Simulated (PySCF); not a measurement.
C₂H₄F₂, SMILES FCCF. Atoms are numbered in the order given.

```xyz
8

F     -1.4521    -0.1686    -0.5464
C     -0.6900     0.3070     0.5047
C      0.6900    -0.3070     0.5047
F      1.4521     0.1686    -0.5464
H     -1.1963     0.0606     1.4671
H     -0.6078     1.4145     0.4219
H      1.1963    -0.0606     1.4671
H      0.6078    -1.4145     0.4219
```

Geometry optimised at PBE-D3(BJ)/def2-SVP. One conformer was computed; it need not be the lowest.

Two levels are set side by side: PBE/pcSseg-1 (PySCF) and PBE0/pcSseg-1 (PySCF). GIAO shifts against CFCl3 (¹⁹F), TMS (¹H), TMS (¹³C) at the same level; non-relativistic, no solvent, atoms listed together averaged. Differences are taken from unrounded values.

```csv
quantity,PBE0
"δ(¹⁹F) of F1, F4 (ppm)",-243.6
"δ(¹³C) of C2, C3 (ppm)",89.0
```

Question: What does PBE give, and how far is it from PBE0? (An estimate is asked for; the answer gives what the named calculation found.)

Answer: 
```csv
quantity,PBE,PBE minus PBE0
"δ(¹⁹F) of F1, F4 (ppm)",-260.4,-16.8
"δ(¹³C) of C2, C3 (ppm)",92.6,3.6
```

Rough cost on one machine, each run with all the roots and properties that it gave: PBE0 against PBE within a factor of 2.
